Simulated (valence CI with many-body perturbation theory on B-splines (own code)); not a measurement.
# Hf II: electric-dipole lines

Level of theory: configuration interaction combined with many-body perturbation theory (CI+MBPT): three valence electrons over a frozen Dirac-Fock core [Xe] 4f14, a basis of 7 s, 7 p, 8 d, 6 f, 4 g, 1 h functions for each j, with the one-electron correlation potential Σ1, the two-electron term Σ2, the three-electron term Σ3, Breit, model QED; selected CI, second order for the rest, scaled by the run's own slope (own B-spline code, finite nucleus).

Set against measurement, 15 paired levels are off by 694 cm⁻¹ on average, the worst by 1298. These come from a selection out of the NIST Handbook of Basic Atomic Spectroscopic Data. Levels without a partner in it may be off by more, other configurations by 1,000 to 4,000 cm⁻¹. 3 measured levels below the end of the list, from 34942 cm⁻¹ on, found no clear computed partner.

Lines 51 to 100 of 524 in falling wavelength, among levels below 10.474 eV, chosen from the strongest by gf and those to the six lowest levels. Wavelengths and rates use the calculated energies, so an error of 700 cm⁻¹ moves a line at 4012 Å by 2.8 % and its rate by three times that or more. Electric multipoles are in the length gauge, E1 and E2 with the static RPA response of the core. Weak lines are less certain than strong ones. Lines between different terms over intervals too small for the method are left out, as are lines whose strength nearly cancels. Where a level lies close to another of its J and parity, the split of strength between their lines is uncertain. The highest levels of a list are the least certain.

Names give the largest LS component (configuration and term), which can be under half, so a name can repeat, a term be missing and a line seem to break the LS rules; names also repeat where a configuration has a term twice. Letters in brackets count levels of one name in rising energy.

```tsv
λ vac (Å)	Upper	Lower	A (s⁻¹)	log gf	Branch %
8707	5d²7p ⁴F°_3/2 [b]	5d²7s ⁴F_3/2	3.12e+07	0.15	38.5
8593	5d²7p ²G°_7/2	5d²7s ⁴F_5/2 [b]	1.84e+07	0.21	22.8
8553	5d²7p ⁴D°_1/2	5d²7s ⁴F_3/2	4.74e+07	0.02	40.5
8539	5d6s7p ⁴D°_1/2	5d6s7s ⁴D_1/2	1.70e+07	-0.43	22.4
8436	5d²7p ²F°_5/2	5d6s7s ²D_3/2 [a]	5.56e+06	-0.45	5.4
8329	5d6s7p ⁴D°_3/2 [a]	5d6s7s ⁴D_1/2	9.33e+06	-0.41	11.5
8327	5d6s7p ⁴D°_5/2 [a]	5d6s7s ⁴D_5/2 [a]	1.30e+07	-0.09	14.5
8121	5d²7p ²F°_5/2	5d²7s ⁴F_5/2 [b]	7.75e+06	-0.34	7.5
8036	5d6s7p ⁴F°_7/2	5d6s7s ⁴D_5/2 [a]	3.90e+07	0.48	53.7
7921	5d6s7p ⁴D°_5/2 [a]	5d6s7s ⁴D_3/2	3.35e+07	0.28	37.2
7912	5d6s7p ⁴D°_3/2 [b]	5d6s7s ⁴D_3/2	1.25e+07	-0.33	14.7
7881	5d²7p ⁴D°_3/2	5d6s7s ⁴D_5/2 [a]	8.29e+06	-0.51	8.1
7743	5d²7p ²G°_7/2	5d6s7s ⁴D_5/2 [a]	5.87e+06	-0.37	7.3
7702	5d6s7p ⁴D°_3/2 [b]	5d6s7s ⁴D_1/2	1.88e+07	-0.18	22.1
7516	5d²7p ⁴D°_3/2	5d6s7s ⁴D_3/2	1.07e+07	-0.44	10.5
7376	5d6s7p ⁴P°_1/2	5d6s7s ⁴D_1/2	3.44e+07	-0.25	41.1
5198	5d²7s ²F_7/2	5d²6p ²G°_9/2 [c]	9.17e+06	-0.53	3.0
5052	5d²7s ²G_9/2 [b]	5d²6p ²F°_7/2 [d]	7.93e+06	-0.52	2.1
4664	5d²7s ²F_7/2	5d²6p ²G°_9/2 [b]	1.15e+07	-0.52	3.8
4486	5d²6p ²G°_9/2 [b]	5d³ ²G_9/2	1.95e+07	-0.23	8.0
4443	5d²7s ²F_7/2	5d²6p ²F°_7/2 [b]	2.05e+07	-0.31	6.8
4421	5d²6p ²P°_3/2 [c]	5d³ ²D_5/2 [b]	2.77e+07	-0.49	2.6
4297	5d²6p ²G°_9/2 [b]	5d³ ²H_11/2	4.57e+07	0.10	18.7
4232	5d²6d ²H_9/2 [a]	5d²6p ²H°_11/2	1.16e+07	-0.51	2.8
4207	5d²6p ⁴F°_9/2	5d³ ⁴F_9/2	2.37e+07	-0.20	6.3
4198	5d²6p ⁴F°_7/2	5d³ ⁴F_7/2	2.26e+07	-0.32	5.6
4169	5d²6p ⁴S°_3/2	5d³ ⁴P_3/2	2.98e+07	-0.51	8.4
4161	5d²6d ²H_9/2 [b]	5d²6p ²H°_11/2	2.04e+07	-0.28	6.5
4061	5d²6p ²D°_3/2 [d]	5d³ ²F_5/2	7.17e+07	-0.15	8.2
4046	5d²6p ⁴F°_3/2	5d³ ⁴F_3/2	3.03e+07	-0.53	6.4
4016	5d²7s ⁴F_7/2	5d²6p ⁴D°_5/2 [a]	1.83e+07	-0.45	5.2
4012	5d6s6p ⁴F°_3/2	5d²6s ⁴F_3/2	6.40e+06	-1.21	24.6
3987	5d²7s ⁴F_5/2 [a]	5d²6p ⁴F°_7/2	5.42e+07	-0.11	14.9
3956	5d²7s ²F_7/2	5d²6p ²G°_9/2 [a]	4.70e+07	-0.05	15.5
3925	5d²6p ²G°_9/2 [c]	5d³ ²H_11/2	6.94e+07	0.20	17.9
3921	5d²7s ⁴F_5/2 [b]	5d²6p ²G°_7/2 [a]	5.73e+07	-0.10	17.2
3920	5d²7s ⁴F_9/2	5d²6p ²G°_9/2 [a]	2.56e+07	-0.23	7.1
3872	5d²7s ²G_9/2 [a]	5d²6p ²H°_11/2	3.08e+07	-0.16	6.5
3868	5d²7s ⁴F_5/2 [a]	5d²6p ⁴F°_5/2	2.62e+07	-0.45	7.2
3855	5d²6p ²G°_7/2 [b]	5d³ ²H_9/2	6.29e+07	0.05	15.6
3854	5d²7s ⁴F_3/2	5d²6p ²P°_1/2 [a]	3.40e+07	-0.52	9.3
3843	5d²6p ²D°_5/2 [d]	5d³ ²F_7/2	5.42e+07	-0.14	5.5
3826	5d²6p ²D°_5/2 [c]	5d³ ²D_5/2 [a]	4.25e+07	-0.25	9.0
3804	5d6s6p ²F°_5/2	5d²6s ²G_7/2	5.57e+07	-0.14	21.0
3800	5d²6p ²G°_7/2 [a]	5d³ ⁴F_7/2	1.95e+07	-0.47	6.1
3799	5d6s6p ⁴F°_5/2 [a]	5d6s² ²D_5/2	6.10e+06	-1.10	15.2
3797	5d6s6p ⁴D°_1/2 [a]	5d²6s ⁴F_3/2	2.05e+07	-1.05	71.0
3787	5d²7s ⁴F_9/2	5d²6p ⁴D°_7/2 [a]	3.23e+07	-0.16	9.0
3769	5d²6d ²G_9/2	5d²6p ²H°_11/2	2.05e+07	-0.36	5.5
3768	5d²6p ²H°_11/2	5d³ ²H_11/2	3.41e+07	-0.06	12.2
```
